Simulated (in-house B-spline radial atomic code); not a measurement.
Radial electron density of Eu, [Xe] 4f7 5f1 6s1. Computed with a B-spline radial code for spherical atoms: scalar-relativistic (X2C) Hartree-Fock, spin-polarised, averaged over the determinants with the given up and down occupations, Fermi nucleus of rms radius 5.1115 fm, inside a hard spherical wall at 2.84 bohr.

One-electron X2C: radii and densities carry no picture-change correction, so inner-shell <1/r> comes out high (for 1s by about 2 % at Z = 33, 5 % at 54, 10 % at 75, 30 % at 118) and <r> low.

Columns: r (bohr), 4πr²n(r) (electrons per bohr), bar.

```
0.000567    2.572 #
0.000689    3.445 #
0.000836    4.589 ##
 0.00101    6.055 ##
 0.00123    8.048 ###
 0.00149    10.56 ####
 0.00181    13.82 #####
  0.0022    17.97 #######
 0.00267    23.09 #########
 0.00324    29.32 ############
 0.00393     36.7 ###############
 0.00477    45.17 ##################
 0.00579    54.45 ######################
 0.00703       64 #########################
 0.00853    72.93 #############################
  0.0104    80.33 ################################
  0.0126    84.63 ##################################
  0.0152    85.35 ##################################
  0.0185    82.49 #################################
  0.0225    77.53 ###############################
  0.0273    73.67 #############################
  0.0331    74.53 ##############################
  0.0401     82.3 #################################
  0.0487    95.55 ######################################
  0.0591    107.8 ###########################################
  0.0718    110.9 ############################################
  0.0871      102 ########################################
   0.106    88.03 ###################################
   0.128    82.45 #################################
   0.156    89.84 ####################################
   0.189    97.87 #######################################
   0.229    89.47 ###################################
   0.278    64.44 ##########################
   0.338    43.21 #################
    0.41    40.89 ################
   0.497     47.3 ###################
   0.603    45.23 ##################
   0.732    33.07 #############
   0.889    21.05 ########
    1.08    14.66 ######
    1.31    11.64 #####
    1.59    9.177 ####
    1.93    6.627 ###
    2.34    2.976 #
    2.81   0.0132
```

On this grid the curve has 4 maxima, near 0.0152, 0.0718, 0.189, 0.497 bohr.

The 6s up radial function P(r) = rR(r), positive near the nucleus:

| r (bohr) | P |
| --- | --- |
| 0.000317 | 0.02086 |
| 0.000468 | 0.02808 |
| 0.000689 | 0.03754 |
| 0.00101 | 0.04969 |
| 0.00149 | 0.06546 |
| 0.0022 | 0.085 |
| 0.00324 | 0.1077 |
| 0.00477 | 0.1315 |
| 0.00703 | 0.1513 |
| 0.0104 | 0.1567 |
| 0.0152 | 0.132 |
| 0.0225 | 0.05722 |
| 0.0401 | -0.1389 |
| 0.0591 | -0.2337 |
| 0.0871 | -0.1463 |
| 0.128 | 0.1481 |
| 0.189 | 0.3386 |
| 0.278 | 0.007781 |
| 0.41 | -0.4788 |
| 0.603 | -0.1447 |
| 0.889 | 0.677 |
| 1.31 | 0.3933 |
| 1.93 | -0.8909 |
| 2.81 | -0.06752 |
